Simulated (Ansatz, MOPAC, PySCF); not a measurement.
Molecule: BNH$_{5}$, charge 0, multiplicity 2. SMILES: [BH3-][NH2+]
Geometry from a B3LYP-D3(BJ)/def2-TZVP (Ansatz, a quantum-chemistry and plane-wave program) optimisation:
```
B
N 1 1.4529
H 2 1.0091 1 123.80
H 2 1.0095 3 113.27 1 -180.00
H 1 1.1952 2 115.55 3 0.00
H 1 1.2537 5 115.75 2 130.23
H 1 1.2537 5 115.75 6 99.53
```
Charge 0, spin multiplicity 2.

Unscaled harmonic wavenumbers (cm⁻¹) in rising order, each level at the stationary point that it reaches from this structure (no distance between atoms moves by over 0.3 Å); the order of modes can differ between levels, and a negative number is imaginary. B3LYP-D3(BJ)/def2-TZVP (PySCF, at the structure above): 264, 536, 698, 708, 732, 989, 1023, 1080, 1209, 1621, 2025, 2158, 2584, 3550, 3645.

AM1 (MOPAC): 332, 537, 558, 674, 758, 889, 1096, 1168, 1445, 1696, 2408, 2825, 3226, 3549, 3577. Zero-point energy 35.4 against 32.6 kcal/mol; where all levels lie over 400 cm⁻¹, the wavenumbers are on average 1.058 times those of B3LYP-D3(BJ)/def2-TZVP.

PM6 (MOPAC): 230, 424, 605, 747, 753, 959, 1051, 1135, 1245, 1580, 2683, 2732, 2813, 2822, 2906. Zero-point energy 32.4 against 32.6 kcal/mol; where all levels lie over 400 cm⁻¹, the wavenumbers are on average 1.005 times those of B3LYP-D3(BJ)/def2-TZVP.

HF/6-31G* (Ansatz): -151, 580, 623, 691, 958, 1120, 1226, 1265, 1281, 1726, 2526, 2543, 2630, 3727, 3843. Zero-point energy 35.4 against 32.6 kcal/mol; where all levels lie over 400 cm⁻¹, the wavenumbers are on average 1.102 times those of B3LYP-D3(BJ)/def2-TZVP. This level finds the structure a saddle point. The zero-point energy leaves imaginary modes out.

B3LYP/6-31G* (Ansatz): 181, 513, 693, 737, 801, 1018, 1018, 1076, 1211, 1642, 2117, 2230, 2617, 3547, 3646. Zero-point energy 32.9 against 32.6 kcal/mol; where all levels lie over 400 cm⁻¹, the wavenumbers are on average 1.015 times those of B3LYP-D3(BJ)/def2-TZVP.
